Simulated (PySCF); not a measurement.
## Fe (iron, neutral): UHF calculation

Configuration: [Ar] 3d6 4s1 4p1, one real determinant (an excited configuration). All numbers are calculated (PySCF 2.14, the non-relativistic Hamiltonian (point nucleus), in def2-TZVPPD).

```json
{
 "Total energy": "-1262.383590 hartree",
 "One-electron energy": "-1743.4402 hartree",
 "Hartree (Coulomb) energy": "535.5401 hartree",
 "Exchange energy": "-54.4835 hartree",
 "Kinetic energy": "1262.30790 hartree",
 "⟨S²⟩": "12.0029",
 "⟨L²⟩": "8.059",
 "Sum of ⟨r⟩": "22.31 bohr",
 "Sum of ⟨r²⟩": "44.91 bohr²",
 "Traceless quadrupole moment −½Σ⟨3z² − r²⟩ along its main axis": "-7.54 e·bohr²",
 "Density at the nucleus (Gaussians lack the cusp)": "11600 bohr⁻³",
 "Spin density at the nucleus": "4.05 bohr⁻³",
 "Langevin diamagnetic susceptibility": "-35.6 ×10⁻⁶ cm³/mol"
}
```

| shell | electrons | mean orbital energy (hartree) | spread (hartree) | rms radius, mean of both spins (bohr) |
| --- | --- | --- | --- | --- |
| 1s α | 1 | -261.41746 | 0 | 0.0685 |
| 1s β | 1 | -261.41106 | 0 | 0.0685 |
| 2s α | 1 | -32.03930 | 0 | 0.292 |
| 2s β | 1 | -31.91213 | 0 | 0.292 |
| 2p α | 3 | -27.51670 | 0.03494 | 0.262 |
| 2p β | 3 | -27.39349 | 0.00273 | 0.262 |
| 3s α | 1 | -4.38912 | 0 | 0.880 |
| 3s β | 1 | -4.02500 | 0 | 0.880 |
| 3p α | 3 | -2.99880 | 0.07650 | 0.939 |
| 3p β | 3 | -2.56687 | 0.06641 | 0.939 |
| 3d α | 5 | -0.72554 | 0.08192 | 1.23 |
| 3d β | 1 | -0.52349 | 0 | 1.23 |
| 4s α | 1 | -0.35840 | 0 | 3.29 |
| 4p α | 1 | -0.19574 | 0 | 4.20 |

⟨L²⟩ = 8.06 against 12 for a pure F term, so this real determinant mixes terms.

Spin-orbit constants ζ (cm⁻¹) from the X2C one-electron operator on these orbitals (non-relativistic here): bare nucleus, nucleus screened by l(l+1)(2l+1)/3 electrons, and screened by the Breit-Pauli mean field of the electrons.

```json
{"shell": "2p", "bare": "67770", "screened nucleus": "62560", "mean field": "60090"}
{"shell": "3p", "bare": "8290", "screened nucleus": "7653", "mean field": "7301"}
{"shell": "3d", "bare": "766.3", "screened nucleus": "471.6", "mean field": "423.3"}
{"shell": "4p", "bare": "276.7", "screened nucleus": "255.4", "mean field": "240.8"}
```

To first order the Landé constant is A = -33.65 cm⁻¹, so the lowest level has J = 6 and lies 0.0376 eV below the centre of the term. This holds in LS coupling only.
